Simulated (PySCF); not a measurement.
Isomers of C5H10OSSi.

All values: PBE0/pcSseg-1 (PySCF) at GFN2-xTB geometries, gas phase, one conformer each.

Problem. Rank by the highest IAO charge on any atom, highest value first.
A. `[CH2:1]1[CH2:2][CH:3]1[C@@H:4]1[CH2:5][O:6][SiH2:7][S:8]1` with C2–C3–C4–C5 -162°, C1–C2–C3–C4 109°, C3–C4–C5–O6 -76°, C4–C5–O6–Si7 -35°, C5–O6–Si7–S8 9°
B. `[CH2:1]=[CH:2][O:3][Si@@H:4]([CH3:5])[S:6][CH:7]=[CH2:8]` with C1–C2–O3–Si4 -3°, C2–O3–Si4–C5 -172°, O3–Si4–S6–C7 -172°, Si4–S6–C7–C8 -171°
C. `[CH3:1][O:2][SiH2:3][S:4][C:5]1=[CH:6][CH2:7][CH2:8]1` with C1–O2–Si3–S4 180°, O2–Si3–S4–C5 179°, Si3–S4–C5–C6 2°
D. `[CH3:1][C:2](=[S:3])[C@@H:4]1[CH2:5][C@@H:6]1[O:7][SiH3:8]` with C1–C2–C4–C5 17°, C5–C6–O7–Si8 -158°
E. `[CH3:1][CH2:2][C:3]#[C:4][Si@H:5]([OH:6])[S:7][CH3:8]` with C4–Si5–O6–H -87°, C4–Si5–S7–C8 -54°

Solution. E (+1.094 e), B (+1.073 e), C (+0.959 e), A (+0.936 e), D (+0.867 e).

Problem. Rank by dipole moment, highest first.
A. `[CH3:1][O:2][SiH2:3][S:4][C:5]1=[CH:6][CH2:7][CH2:8]1` with C1–O2–Si3–S4 180°, O2–Si3–S4–C5 179°, Si3–S4–C5–C6 2°
B. `[CH2:1]=[CH:2][CH2:3][C@@H:4]1[CH2:5][O:6][SiH2:7][S:8]1` with C1–C2–C3–C4 -122°, C2–C3–C4–C5 58°, C3–C4–C5–O6 -166°, C4–C5–O6–Si7 35°, C5–O6–Si7–S8 -12°, O6–Si7–S8–C4 -11°
C. `[CH2:1]=[CH:2][O:3][Si@@H:4]([CH3:5])[S:6][CH:7]=[CH2:8]` with C1–C2–O3–Si4 -3°, C2–O3–Si4–C5 -172°, O3–Si4–S6–C7 -172°, Si4–S6–C7–C8 -171°
D. `[CH3:1][CH2:2][C:3]#[C:4][Si@H:5]([OH:6])[S:7][CH3:8]` with C4–Si5–O6–H -87°, C4–Si5–S7–C8 -54°

Solution. D (2.94 D), A (2.16 D), C (1.41 D), B (1.14 D).

Problem. Rank by LUMO energy, highest first.
A. `[CH3:1][C:2](=[S:3])[C@@H:4]1[CH2:5][C@@H:6]1[O:7][SiH3:8]` with C1–C2–C4–C5 17°, C5–C6–O7–Si8 -158°
B. `[CH3:1][CH2:2][C:3]#[C:4][Si@H:5]([OH:6])[S:7][CH3:8]` with C4–Si5–O6–H -87°, C4–Si5–S7–C8 -54°
C. `[CH3:1][O:2][SiH2:3][S:4][C:5]1=[CH:6][CH2:7][CH2:8]1` with C1–O2–Si3–S4 180°, O2–Si3–S4–C5 179°, Si3–S4–C5–C6 2°

Solution. C (0.05 eV), B (-0.38 eV), A (-1.80 eV).

All values together:

| SMILES | μ (D) | HOMO (eV) | LUMO (eV) | lowest IAO charge (e) | highest IAO charge (e) | lowest Hirshfeld charge (e) | highest Hirshfeld charge (e) |
| --- | --- | --- | --- | --- | --- | --- | --- |
| CC(=S)[C@@H]1C[C@@H]1O[SiH3] | 2.92 | -6.11 | -1.80 | -0.619 (O) | +0.867 (Si) | -0.202 (O) | +0.391 (Si) |
| C=CO[Si@@H](C)SC=C | 1.41 | -6.50 | -0.04 | -0.732 (C) | +1.073 (Si) | -0.214 (C) | +0.408 (Si) |
| C1CC1[C@@H]1CO[SiH2]S1 | 1.29 | -6.82 | 0.09 | -0.648 (O) | +0.936 (Si) | -0.233 (O) | +0.382 (Si) |
| CCC#C[Si@H](O)SC | 2.94 | -6.73 | -0.38 | -0.781 (O) | +1.094 (Si) | -0.300 (O) | +0.397 (Si) |
| CO[SiH2]SC1=CCC1 | 2.16 | -6.25 | 0.05 | -0.635 (O) | +0.959 (Si) | -0.225 (O) | +0.371 (Si) |
| C=CC[C@@H]1CO[SiH2]S1 | 1.14 | -6.89 | 0.01 | -0.647 (O) | +0.950 (Si) | -0.235 (O) | +0.387 (Si) |

Conformers: `[CH3:1][C:2](=[S:3])[C@@H:4]1[CH2:5][C@@H:6]1[O:7][SiH3:8]` with C1–C2–C4–C5 17°, C5–C6–O7–Si8 -158°; `[CH2:1]=[CH:2][O:3][Si@@H:4]([CH3:5])[S:6][CH:7]=[CH2:8]` with C1–C2–O3–Si4 -3°, C2–O3–Si4–C5 -172°, O3–Si4–S6–C7 -172°, Si4–S6–C7–C8 -171°; `[CH2:1]1[CH2:2][CH:3]1[C@@H:4]1[CH2:5][O:6][SiH2:7][S:8]1` with C2–C3–C4–C5 -162°, C1–C2–C3–C4 109°, C3–C4–C5–O6 -76°, C4–C5–O6–Si7 -35°, C5–O6–Si7–S8 9°; `[CH3:1][CH2:2][C:3]#[C:4][Si@H:5]([OH:6])[S:7][CH3:8]` with C4–Si5–O6–H -87°, C4–Si5–S7–C8 -54°; `[CH3:1][O:2][SiH2:3][S:4][C:5]1=[CH:6][CH2:7][CH2:8]1` with C1–O2–Si3–S4 180°, O2–Si3–S4–C5 179°, Si3–S4–C5–C6 2°; `[CH2:1]=[CH:2][CH2:3][C@@H:4]1[CH2:5][O:6][SiH2:7][S:8]1` with C1–C2–C3–C4 -122°, C2–C3–C4–C5 58°, C3–C4–C5–O6 -166°, C4–C5–O6–Si7 35°, C5–O6–Si7–S8 -12°, O6–Si7–S8–C4 -11°.
